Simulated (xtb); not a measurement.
HB, charge +1, doublet, from a rough starting geometry (a state made from the parent by changing its charge; the spin is typed, not shown lowest); GFN2-xTB in xtb.

Input for xtb:
```
$ xtb mol.xyz --gfn 2 --chrg 1 --uhf 1 --opt vtight --json

# file mol.xyz
2

B      0.28385541     0.12416754    -0.42113447
H     -0.32956837    -0.15204242     0.48910188
```

**Question.** Predict the main parts of the log of this xtb run.

**Answer.** 
```
   ID    Z sym.   atoms
    1    5 B      1
    2    1 H      2

           -------------------------------------------------
          |                Calculation Setup                |
           -------------------------------------------------

           -------------------------------------------------
          |                 G F N 2 - x T B                 |
           -------------------------------------------------

          ...................................................
          :                      SETUP                      :
          :.................................................:
          :  # basis functions                   5          :
          :  # atomic orbitals                   5          :
          :  # shells                            3          :
          :  # electrons                         3          :
          :  max. iterations                   250          :
          :  Hamiltonian                  GFN2-xTB          :
          :  restarted?                      false          :
          :  GBSA solvation                  false          :
          :  PC potential                    false          :
          :  electronic temp.          300.0000000     K    :
          :  accuracy                    1.0000000          :
          :  -> integral cutoff          0.2500000E+02      :
          :  -> integral neglect         0.1000000E-07      :
          :  -> SCF convergence          0.1000000E-05 Eh   :
          :  -> wf. convergence          0.1000000E-03 e    :
          :  Broyden damping             0.4000000          :
          :  net charge                          1          :
          :  unpaired electrons                  1          :
          ...................................................

 iter      E             dE          RMSdq      gap      omega  full diag
   1     -0.9657347 -0.965735E+00  0.146E+01    0.02       0.0  T
   2     -0.9969314 -0.311968E-01  0.101E+01    0.50       1.0  T
   3     -0.9970980 -0.166570E-03  0.570E+00    0.54       1.0  T
   4     -0.9971061 -0.810968E-05  0.171E-01    0.60       1.0  T
   5     -0.9971148 -0.863901E-05  0.534E-02    0.61       1.3  T
   6     -0.9971150 -0.197930E-06  0.817E-03    0.61       8.7  T
   7     -0.9971150 -0.294573E-08  0.211E-03    0.61      33.5  T
   8     -0.9971150 -0.396707E-09  0.590E-06    0.61   11988.4  T
   9     -0.9971150 -0.136557E-13  0.260E-06    0.61   27147.0  T

   *** convergence criteria satisfied after 9 iterations ***

         :::::::::::::::::::::::::::::::::::::::::::::::::::::
         ::                     SUMMARY                     ::
         :::::::::::::::::::::::::::::::::::::::::::::::::::::
         :: total energy              -0.981230070139 Eh    ::
         :: gradient norm              0.041351050224 Eh/a0 ::
         :: HOMO-LUMO gap              0.609331828599 eV    ::
         ::.................................................::
         :: SCC energy                -0.997114956325 Eh    ::
         :: -> isotropic ES            0.229270363164 Eh    ::
         :: -> anisotropic ES         -0.004044770554 Eh    ::
         :: -> anisotropic XC         -0.002749415334 Eh    ::
         :: -> dispersion             -0.000067126891 Eh    ::
         :: repulsion energy           0.015884886186 Eh    ::
         :: add. restraining           0.000000000000 Eh    ::
         :: total charge               0.999999999983 e     ::
         :::::::::::::::::::::::::::::::::::::::::::::::::::::

      -----------------------------------------------------------
     |                   =====================                   |
     |                        A N C O P T                        |
     |                   =====================                   |
     |               Approximate Normal Coordinate               |
     |                Rational Function Optimizer                |
      -----------------------------------------------------------
      -----------------------------------------------------------
     |                   =====================                   |
     |                        A N C O P T                        |
     |                   =====================                   |
     |               Approximate Normal Coordinate               |
     |                Rational Function Optimizer                |
      -----------------------------------------------------------

          ...................................................
          :                      SETUP                      :
          :.................................................:
          :   optimization level         verytight          :
          :   max. optcycles                   200          :
          :   ANC micro-cycles                  20          :
          :   degrees of freedom                 1          :
          :.................................................:
          :   RF solver                   davidson          :
          :   write xtbopt.log                true          :
          :   linear (good luck)              true          :
          :   energy convergence         0.1000000E-06 Eh   :
          :   grad. convergence          0.2000000E-03 Eh/α :
          :   maxmium RF displ.          1.0000000          :
          :   Hlow (freq-cutoff)         0.1000000E-01      :
          :   Hmax (freq-cutoff)         5.0000000          :
          :   S6 in model hess.         20.0000000          :
          ...................................................

generating ANC from exact Hessian ...
Using Lindh-Hessian (1995)
 Shifting diagonal of input Hessian by    0.0000000000000000
 Lowest  eigenvalues of input Hessian
    0.000000    0.000000    0.000000    0.000000    0.000000    0.749618
 Highest eigenvalues
    0.000000    0.000000    0.000000    0.000000    0.000000    0.749618

........................................................................
[...]
 * total energy  :    -0.9812301 Eh     change        0.4440892E-15 Eh
 * total energy  :    -0.9826602 Eh     change       -0.1430096E-02 Eh
 * total energy  :    -0.9828212 Eh     change       -0.1610072E-03 Eh
 * total energy  :    -0.9828277 Eh     change       -0.6545421E-05 Eh
 * total energy  :    -0.9828277 Eh     change       -0.2746510E-07 Eh
   *** GEOMETRY OPTIMIZATION CONVERGED AFTER 5 ITERATIONS ***
[...]
H           -0.34653278141387       -0.15968108604266        0.51427472857339

 Bond Distances (Angstroems)
 ---------------------------
B1-H2=1.1945         H2-B1=1.1945
 B  H  Rav=1.1945 sigma=0.0000  Rmin=1.1945  Rmax=1.1945     1

 selected bond angles (degree)
 --------------------

 selected dihedral angles (degree)
 ---------------------------------

           -------------------------------------------------
          |                Final Singlepoint                |
           -------------------------------------------------

          ...................................................
          :                      SETUP                      :
          :.................................................:
          :  # basis functions                   5          :
          :  # atomic orbitals                   5          :
          :  # shells                            3          :
          :  # electrons                         3          :
          :  max. iterations                   250          :
          :  Hamiltonian                  GFN2-xTB          :
          :  restarted?                      false          :
          :  GBSA solvation                  false          :
          :  PC potential                    false          :
          :  electronic temp.          300.0000000     K    :
          :  accuracy                    1.0000000          :
          :  -> integral cutoff          0.2500000E+02      :
          :  -> integral neglect         0.1000000E-07      :
          :  -> SCF convergence          0.1000000E-05 Eh   :
          :  -> wf. convergence          0.1000000E-03 e    :
          :  Broyden damping             0.4000000          :
          :  net charge                          1          :
          :  unpaired electrons                  1          :
          ...................................................

 iter      E             dE          RMSdq      gap      omega  full diag
   1     -0.9923414 -0.992341E+00  0.134E-06    0.62       0.0  T
   2     -0.9923414  0.000000E+00  0.773E-07    0.62   91459.2  T
   3     -0.9923414 -0.888178E-15  0.376E-07    0.62  100000.0  T

   *** convergence criteria satisfied after 3 iterations ***

         :::::::::::::::::::::::::::::::::::::::::::::::::::::
         ::                     SUMMARY                     ::
         :::::::::::::::::::::::::::::::::::::::::::::::::::::
         :: total energy              -0.982827746201 Eh    ::
         :: gradient norm              0.000079714486 Eh/a0 ::
         :: HOMO-LUMO gap              0.618504681002 eV    ::
         ::.................................................::
         :: SCC energy                -0.992341380516 Eh    ::
         :: -> isotropic ES            0.225584353654 Eh    ::
         :: -> anisotropic ES         -0.004598209696 Eh    ::
         :: -> anisotropic XC         -0.002735137485 Eh    ::
         :: -> dispersion             -0.000065779721 Eh    ::
         :: repulsion energy           0.009513634315 Eh    ::
         :: add. restraining           0.000000000000 Eh    ::
         :: total charge               0.999999999986 e     ::
         :::::::::::::::::::::::::::::::::::::::::::::::::::::

           -------------------------------------------------
          |                Property Printout                |
           -------------------------------------------------

    * Orbital Energies and Occupations

         #    Occupation            Energy/Eh            Energy/eV
      -------------------------------------------------------------
         1        2.0000           -0.9106204             -24.7792
         2        1.0000           -0.8278477             -22.5269 (HOMO)
         3        0.0000           -0.8051181             -21.9084 (LUMO)
         4        0.0000           -0.8051181             -21.9084
         5                         -0.1209482              -3.2912
      -------------------------------------------------------------
                  HL-Gap            0.0227296 Eh            0.6185 eV
             Fermi-level           -0.8430231 Eh          -22.9398 eV

     #   Z          covCN         q      C6AA      α(0)
     1   5 B        0.929     0.727    38.780    13.100
     2   1 H        0.929     0.273     0.795     1.394

 Mol. C6AA /au·bohr⁶  :         50.316380
 Mol. C8AA /au·bohr⁸  :       1790.595699
 Mol. α(0) /au        :         14.494523

Wiberg/Mayer (AO) data.
largest (>0.10) Wiberg bond orders for each atom

 ---------------------------------------------------------------------------
     #   Z sym  total        # sym  WBO       # sym  WBO       # sym  WBO
 ---------------------------------------------------------------------------
     1   5 B    0.926 --     2 H    0.926
     2   1 H    0.926 --     1 B    0.926
 ---------------------------------------------------------------------------

Topologies differ in total number of bonds
Writing topology from bond orders to xtbtopo.mol

molecular dipole:
                 x           y           z       tot (Debye)
 q only:        0.235       0.099      -0.349
   full:        0.407       0.176      -0.604       1.905
molecular quadrupole (traceless):
                xx          xy          yy          xz          yz          zz
 q only:       -0.070       0.235      -0.493      -0.783      -0.349       0.564
  q+dip:       -0.168       0.561      -1.171      -1.861      -0.832       1.339
   full:       -0.038       0.126      -0.271      -0.428      -0.186       0.309

optimized geometry written to: xtbopt.xyz

           -------------------------------------------------
          | TOTAL ENERGY               -0.982827746201 Eh   |
          | GRADIENT NORM               0.000079714486 Eh/α |
          | HOMO-LUMO GAP               0.618504681002 eV   |
           -------------------------------------------------

normal termination of xtb
```
